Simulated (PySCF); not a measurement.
A GIAO shielding run with PySCF (density fitting, non-relativistic, gas phase) on `O1[C@H](CF)C=C[Si@H]1CF`, C₅H₈F₂OSi:

```
$ OMP_NUM_THREADS=1 python probes_run.py task.json out

{"job": {"kind": "nmr", "xc": "PBE0", "basis": "pcSseg-1"}, "charge": 0, "multiplicity": 1}
F     -3.452881     0.462492    -0.417536
C     -2.294989     0.866506     0.189857
C     -1.076334     0.444643    -0.641213
C     -0.947303    -1.051444    -0.676554
C      0.110096    -1.549278    -0.048566
Si     1.055716    -0.095184     0.677153
C      2.844311     0.218573     0.080848
F      3.733970    -0.424931     0.916675
O      0.073316     0.999951    -0.059056
H     -2.334252     1.955297     0.283680
H     -2.255238     0.399561     1.178798
H     -1.184757     0.855658    -1.653795
H     -1.720333    -1.608381    -1.181434
H      0.308984    -2.603962     0.015083
H      0.983252     0.014903     2.133904
H      3.101215     1.279355     0.119267
H      3.048230    -0.151729    -0.927021
```

Hardware: 1 thread of an AMD EPYC 9R45 96-Core, shared host. The job also computes population analyses, field gradients, ring-centre shieldings.

Question: How large is the calculation?

Answer: 78 electrons, 200 basis functions and 1059 auxiliary functions.

Question: How long does it take, and how much memory does it need?

Answer: 21 s of wall time, with 14 SCF cycles and 5 response iterations; peak memory 0.89 GiB. Times on a shared host scatter by some tens of per cent.
